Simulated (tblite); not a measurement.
C7H9O (doublet state).
Z-matrix (Å and degrees, GFN2-xTB geometry), rows numbered from 1:
```
C 
C   1  1.4966
C   2  1.5034  1  129.88
C   3  1.5109  2   77.66  1  -177.88
C   4  1.5447  3   86.66  2   -42.20
C   4  1.5468  3   85.15  2    46.15
C   6  1.4897  2  116.55  1   -61.56
O   7  1.2012  6  127.22  2   -90.61
H   1  1.0885  2  110.53  3    55.12
H   1  1.0883  2  109.54  3   -64.47
H   1  1.0884  2  110.62  3   175.93
H   3  1.0774  2  127.98  1   -49.09
H   4  1.0810  3  128.91  2  -179.70
H   5  1.0851  2  117.86  1    64.11
H   5  1.0867  2  115.45  1   -70.62
H   6  1.0921  2  113.92  1    67.69
H   7  1.1107  6  111.85  2    87.07
```

Method: GFN2-xTB as coded in tblite; computed harmonic values from a numerical Hessian at the method's own geometry, unscaled. This tight-binding method is rough: wavenumbers can miss measured ones by several per cent, in bad cases by 10 to 20. One conformer, not necessarily the lowest. Open shells enter through the occupations alone, without spin polarisation, and single modes of such species can be off by tens of per cent.

Harmonic wavenumbers (cm⁻¹): 75.3, 149.3, 174.5, 235.8, 291.4, 324.1, 387.5, 509.1, 639.0, 704.4, 726.2, 778.9, 832.6, 885.9, 928.4, 948.4, 962.9, 989.8, 998.4, 1014.5, 1047.1, 1069.6, 1088.9, 1119.3, 1147.4, 1155.2, 1189.9, 1226.2, 1305.7, 1368.8, 1378.7, 1406.2, 1476.8, 1478.3, 1504.5, 1758.1, 2722.1, 2945.3, 3021.4, 3026.2, 3027.5, 3032.8, 3043.2, 3055.4, 3068.0.

A = 3425, B = 1930, C = 1603 MHz; mass 109.065 u (most abundant isotopes); point group C1, symmetry number 1; spin multiplicity 2.

**Question.** Zero-point energy?

**Answer.** ½Σν̃ = 30110 cm⁻¹ = 360.19 kJ/mol.

**Question.** What is S at 500 K and 1 bar for an ideal gas of classical rigid rotors and harmonic oscillators?

**Answer.** Translation 178.12, rotation 122.80, vibration 144.39, spin (R ln 2) 5.76: S = 451.1 J/(mol K).

**Question.** And Cp and H(500 K) − H(0)?

**Answer.** Cp = 205.74 J/(mol K), of which vibrations give 172.48 (their classical limit is 45 R = 374.2); H(500 K) − H(0) = 57.17 kJ/mol without the zero-point energy, 40.54 from vibrations.

**Question.** Blend soft modes into free rotors: weight 1/[1 + (100 cm⁻¹/ν̃)⁴] for the oscillator and the rest for a rotor with moment μB/(μ + B), μ = h/(8π²ν), B = 10⁻⁴⁴ kg m². What vibrational entropy results?

**Answer.** 139.27 J/(mol K) in place of 144.39, which changes −T·S at 500 K by +2.56 kJ/mol.

**Question.** How do the functions run with temperature in this model?

**Answer.** 
```tsv
T (K)	S (J/(mol K))	Cp (J/(mol K))	H − H(0) (kJ/mol)	G − H(0) (kJ/mol)	ln q(vib)
150	297.3	75.9	7.83	-36.76	1.40
250	343.8	110.8	17.09	-68.86	3.02
298.15	365.0	130.3	22.89	-85.92	3.84
400	409.0	171.1	38.27	-125.35	5.70
600	491.2	234.0	79.20	-215.50	9.58
900	598.1	292.3	158.94	-379.38	15.46
```

q(vib) and H(0) count from the zero-point level.

Hindered rotation and anharmonicity are outside this model. Other conformers, if any are populated, would add a mixing term that is left out. The structure is chiral; the term R ln 2 for an equal mix with its mirror image is left out.
